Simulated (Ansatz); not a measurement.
A structure relaxed at PBE0-D4/def2-TZVP, charge 0, multiplicity 1:

```xyz
7

F    -0.288   -1.691    1.309
Si   -0.179   -0.122    1.011
F     1.105    0.408    1.809
Al    0.166    0.228   -1.421
H    -1.356    0.503    1.671
H    -0.871    1.098   -2.249
H     1.424   -0.424   -2.131
```

(1) Give its formula and SMILES.

(2) Point group (tolerance 0.08 Å, 0.16 Å for H)?

(3) Summarise the bond lengths by kind.

## Answers

(1) AlF2H3Si, `F[SiH](F)[AlH2]`.

(2) Cs.

(3) 2 × F–Si 1.601 Å; 1 × Al–Si 2.481 Å; 1 × H–Si 1.487 Å; 2 × Al–H 1.585 to 1.587 Å.

Computed with Ansatz.
